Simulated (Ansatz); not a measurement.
CH2AlFOSeSi, SMILES `O=[C]1[AlH][Se][SiH]1F`. Charge 0, multiplicity 1. All single points use the PBE0-D4/def2-TZVP geometry.

```xyz
8

O    -2.186   -0.630   -0.298
C    -1.025   -0.441   -0.073
Al    0.533   -1.491    0.754
Se    1.997    0.248    0.234
Si    0.048    1.154   -0.502
F    -0.394    2.415    0.374
H     0.911   -2.876    1.420
H     0.116    1.619   -1.909
```

(1) What is the dipole moment at B3LYP/def2-TZVPP? (Estimate.)

(2) And with PBE, r2SCAN, ωB97M-V? (Estimate.)

(3) Give the Mulliken charges with B3LYP, ωB97M-V, PBE in def2-TZVPP. (Best estimate.)

## Answers

(1) Ansatz gave: 1.87 D, with components (1.23, -1.40, -0.04) D in this frame, pointing from negative to positive charge.

(2) The calculation gave: PBE 1.65 D, r2SCAN 1.71 D, ωB97M-V 1.88 D.

(3) Ansatz gave: 
| atom | B3LYP | ωB97M-V | PBE |
| --- | --- | --- | --- |
| O1 | -0.21 | -0.21 | -0.16 |
| C2 | -0.03 | -0.07 | -0.02 |
| Al3 | 0.38 | 0.38 | 0.31 |
| Se4 | -0.24 | -0.24 | -0.20 |
| Si5 | 0.58 | 0.52 | 0.48 |
| F6 | -0.31 | -0.29 | -0.26 |
| H7 | -0.09 | -0.06 | -0.08 |
| H8 | -0.07 | -0.03 | -0.07 |

B3LYP here is the variant with VWN-RPA as its local correlation; programs differ in this.
